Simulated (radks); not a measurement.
Species: Te+. Configuration: [Kr] 4d10 5s2 5p3 (the NIST ground configuration). Method: Dirac Kohn-Sham, PBE, spin-unpolarised, spherical densities, point nucleus; open shells fill j = l - 1/2 first; computed with a radial shooting solver on a logarithmic mesh with Libxc functionals.

Radial electron density D(r) = 4 pi r^2 rho(r):

```
   r/bohr * D(r) (the largest magnitude, 86.5, reaches the edge; | marks zero)
 0.002639 |     *
  0.00352 |        *
 0.004695 |             *
 0.006262 |                   *
 0.008352 |                           *
  0.01105 |                                  *
  0.01474 |                                        *
  0.01966 |                                          *
  0.02622 |                                        *
  0.03497 |                                     *
  0.04664 |                                      *
  0.06221 |                                               *
  0.08297 |                                                      *
   0.1107 |                                                 *
   0.1476 |                                       *
   0.1969 |                                         *
   0.2626 |                                             *
   0.3502 |                               *
   0.4671 |               *
    0.623 |               *
   0.8309 |               *
    1.099 |        *
    1.466 |   *
    1.956 | *
    2.609 |*
    3.479 *
     4.64 *
    6.189 *
    8.255 *
```

D(r) has 4 maxima, at r = 0.0195, 0.0864, 0.250, 0.725 bohr, and minima at 0.0382, 0.164, 0.531 bohr, inside which lie 2.02, 11.20, 29.03 electrons.
